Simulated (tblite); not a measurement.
Record of a relaxation.

Compound: C8H11OP.
SMILES with atom numbers: `[CH3:1][C:2]#[C:3][P@:4]1(=[O:5])[C:6]([CH3:7])=[C:8]1[CH2:9][CH3:10]` (hydrogens: H11, H12, H13 on C1; H14, H15, H16 on C7; H17, H18 on C9; H19, H20, H21 on C10)

Computed with GFN2-xTB (tblite), gas phase: L-BFGS steps from a force-field or distance-geometry start until the largest atomic force falls under 0.01 eV/Å. 4 of its 155 geometries are shown.

Step 0: E = -794.4869 eV, largest atomic force 3.538 eV/Å
```
atom  x, y, z in Å  |  force x, y, z in eV/Å
C1      4.361   -0.853    0.683   -0.851   0.878  -0.156
C2      3.060   -0.622   -0.010    3.208  -0.572   1.377
C3      2.029   -0.429   -0.563   -2.248   0.311  -1.137
P4      0.490   -0.098   -1.390    0.317   0.413  -1.111
O5      0.462    0.009   -2.871    0.424  -0.333   0.704
C6     -0.599    0.952   -0.416    0.816   2.104   0.316
C7     -0.773    2.383    0.040    0.430  -0.168   0.726
C8     -0.999   -0.311   -0.440   -1.418  -1.464   0.832
C9     -2.087   -1.242    0.056    0.831   0.185  -1.263
C10    -3.122   -0.548    0.900   -1.544   0.390   0.347
H11     4.112   -0.988    1.755    0.358  -0.206  -0.596
H12     5.012    0.050    0.600   -0.602  -0.539  -0.033
H13     4.918   -1.692    0.248   -0.441   0.131   0.261
H14     0.164    2.980   -0.135   -0.752  -0.723  -0.002
H15    -1.576    2.896   -0.510    0.154  -0.343   0.357
H16    -0.946    2.425    1.161   -0.116  -0.104  -1.261
H17    -1.569   -2.063    0.565   -0.256   0.072   0.086
H18    -2.615   -1.689   -0.826    0.662   0.288   0.415
H19    -3.042   -0.790    1.969    0.158   0.250  -0.349
H20    -4.122   -0.911    0.570    0.503   0.240   0.392
H21    -3.165    0.557    0.770    0.371  -0.810   0.097
```

Step 51: E = -795.0286 eV, largest atomic force 0.058 eV/Å
```
atom  x, y, z in Å  |  force x, y, z in eV/Å
C1      4.349   -0.895    0.677   -0.023   0.001   0.004
C2      3.103   -0.636   -0.001   -0.013  -0.039   0.000
C3      2.037   -0.464   -0.537    0.006   0.023   0.003
P4      0.573   -0.049   -1.412   -0.002   0.003   0.014
O5      0.681   -0.029   -2.876   -0.004  -0.012   0.015
C6     -0.516    0.959   -0.400   -0.033   0.037  -0.031
C7     -0.950    2.270    0.127   -0.011   0.026   0.008
C8     -0.923   -0.326   -0.450    0.017   0.019   0.044
C9     -2.058   -1.170   -0.018    0.024  -0.010  -0.036
C10    -3.030   -0.393    0.867    0.027  -0.034  -0.028
H11     4.160   -1.094    1.732    0.014  -0.008  -0.007
H12     5.004   -0.028    0.592   -0.013  -0.029  -0.014
H13     4.841   -1.760    0.232   -0.005   0.034   0.011
H14    -0.141    2.997    0.092    0.034  -0.005  -0.002
H15    -1.779    2.656   -0.467    0.001   0.004  -0.026
H16    -1.291    2.168    1.156    0.006  -0.013   0.018
H17    -1.683   -2.057    0.502    0.008   0.036   0.041
H18    -2.571   -1.530   -0.916   -0.032   0.003  -0.020
H19    -2.555   -0.122    1.807   -0.002   0.002  -0.013
H20    -3.909   -0.995    1.085    0.017  -0.024   0.009
H21    -3.351    0.515    0.363   -0.016  -0.013   0.009
```

Step 103: E = -795.0462 eV, largest atomic force 0.125 eV/Å
```
atom  x, y, z in Å  |  force x, y, z in eV/Å
C1      4.272   -1.000    0.673    0.033  -0.015   0.005
C2      3.061   -0.643   -0.022   -0.107   0.037  -0.052
C3      2.036   -0.344   -0.580    0.101  -0.018   0.045
P4      0.563    0.077   -1.434   -0.006   0.001  -0.011
O5      0.622    0.069   -2.901    0.031  -0.004  -0.032
C6     -0.541    1.057   -0.409   -0.013   0.007  -0.015
C7     -0.991    2.373    0.085   -0.002  -0.012   0.002
C8     -0.885   -0.247   -0.422   -0.021   0.004   0.024
C9     -1.929   -1.178    0.052    0.005  -0.006   0.008
C10    -2.999   -0.473    0.880   -0.012  -0.022  -0.021
H11     4.048   -1.222    1.716    0.012  -0.001  -0.003
H12     4.984   -0.178    0.626   -0.005   0.011   0.004
H13     4.718   -1.879    0.208    0.000  -0.010   0.005
H14    -0.140    3.032    0.252   -0.001  -0.004   0.019
H15    -1.638    2.845   -0.655    0.011  -0.010  -0.006
H16    -1.551    2.264    1.013   -0.007  -0.009   0.002
H17    -1.462   -1.974    0.641    0.015   0.025  -0.013
H18    -2.380   -1.656   -0.825   -0.014   0.005   0.035
H19    -2.562   -0.028    1.771    0.003   0.002  -0.021
H20    -3.760   -1.186    1.192   -0.015  -0.003   0.003
H21    -3.475    0.307    0.292   -0.007   0.023   0.021
```

Step 154: E = -795.0606 eV, largest atomic force 0.009 eV/Å
```
atom  x, y, z in Å  |  force x, y, z in eV/Å
C1      4.313   -0.978    0.627   -0.002  -0.001   0.000
C2      3.075   -0.632   -0.026    0.003  -0.006  -0.003
C3      2.029   -0.345   -0.550   -0.008  -0.001  -0.004
P4      0.553    0.052   -1.413   -0.001  -0.002  -0.001
O5      0.633    0.023   -2.879    0.002   0.002   0.000
C6     -0.564    1.046   -0.417   -0.001  -0.001   0.004
C7     -1.001    2.367    0.072    0.003  -0.001   0.002
C8     -0.909   -0.257   -0.413   -0.001   0.002   0.001
C9     -1.948   -1.182    0.084    0.003   0.000   0.000
C10    -3.026   -0.471    0.898    0.005  -0.002  -0.004
H11     4.131   -1.210    1.676   -0.002   0.002  -0.001
H12     5.011   -0.143    0.563   -0.001   0.000   0.000
H13     4.755   -1.847    0.140    0.002   0.003   0.002
H14    -0.247    2.787    0.739    0.002  -0.002   0.003
H15    -1.117    3.053   -0.768   -0.001   0.000  -0.003
H16    -1.947    2.292    0.605   -0.002  -0.001   0.001
H17    -1.468   -1.956    0.692   -0.002   0.002   0.003
H18    -2.401   -1.689   -0.775    0.007   0.001   0.000
H19    -2.588    0.012    1.768    0.000   0.000  -0.002
H20    -3.770   -1.188    1.238    0.001   0.008   0.001
H21    -3.524    0.282    0.292   -0.007  -0.003   0.000
```

Problem. Summarise the path.

Solution. The energy falls by 55.35 kJ/mol from step 0 to step 154; nine tenths of that is first reached at step 36. It rises by more than 0.2 meV at steps 1, 38 and 137. The largest force goes from 3.538 to 0.009 eV/Å. Among the bonds C1–C2 changes most, from 1.492 to 1.442 Å; the atoms move by 0.488 Å rms after alignment.

The cost below is that of the whole relaxation. On one thread of an Arm Neoverse N1, shared host with 64 logical CPUs at a one-minute load of 60, this took 2.4 s.
